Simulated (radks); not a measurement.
Fe IX, 18 electrons, occupied as [Ar]. Calculated with a radial shooting solver on a logarithmic mesh with Libxc functionals: scalar-relativistic Kohn-Sham, XLYP, spin-polarised, spherical densities, point nucleus.

Unscreened Slater integrals over Kohn-Sham orbitals (hartree). They are taken over the spin-up orbitals.

integral     value
F0(3p,3p)   1.1851
F2(3p,3p)  0.60081
F0(3p,3s)   1.1929
G1(3p,3s)  0.79292
F0(3p,2p)   1.5911
F2(3p,2p)  0.34612
G0(3p,2p)  0.13808
G2(3p,2p)  0.14598
F0(3p,2s)   1.5559
G1(3p,2s)  0.10689
F0(3s,3s)   1.2023
F0(3s,2p)   1.5877
G1(3s,2p)  0.14241
F0(3s,2s)   1.5617
G0(3s,2s)  0.11370
F0(2p,2p)   3.8843
F2(2p,2p)   1.8298
F0(2p,2s)   3.5872
G1(2p,2s)   2.0740
F0(2s,2s)   3.3948
